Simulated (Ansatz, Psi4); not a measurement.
**BaO (SMILES [O][Ba]): the vertical ionisation energy from total energies**

The species is BaO (2 atoms), meant as a singlet with charge 0. As SMILES, `[O][Ba]`. The coordinates come from a PBE0-D4/def2-TZVP relaxation.

```xyz
2

O     0.0000    0.0000    0.0877
Ba    0.0000    0.0000    2.0130
```

Both states at this one shape; open shells run unrestricted unless said. 1 Eh = 27.2114 eV.

```tsv
level	program	singlet BaO (Eh)	doublet BaO+ (Eh)
M06-L/def2-TZVP (core potential)	Psi4	-100.749596	-100.508994
HSE06/def2-TZVP (core potential)	Ansatz	-100.666728	-100.420787
RPA@PBE/def2-TZVP (core potential), 1 core orbital frozen	Ansatz	-100.609977	-100.363196
MP2/def2-TZVP (core potential), 1 core orbital frozen	Psi4	-100.426729	-100.166092
```

Task: Work out the vertical ionisation energy at each level.

Result: 
1. M06-L/def2-TZVP (core potential): -100.508994 − (-100.749596) = 0.240602 Eh = 6.55 eV.
2. HSE06/def2-TZVP (core potential): -100.420787 − (-100.666728) = 0.245941 Eh = 6.69 eV.
3. RPA@PBE/def2-TZVP (core potential): -100.363196 − (-100.609977) = 0.246781 Eh = 6.72 eV.
4. MP2/def2-TZVP (core potential): -100.166092 − (-100.426729) = 0.260637 Eh = 7.09 eV.

No measured value is set beside it here; the levels span 6.55 to 7.09 eV.
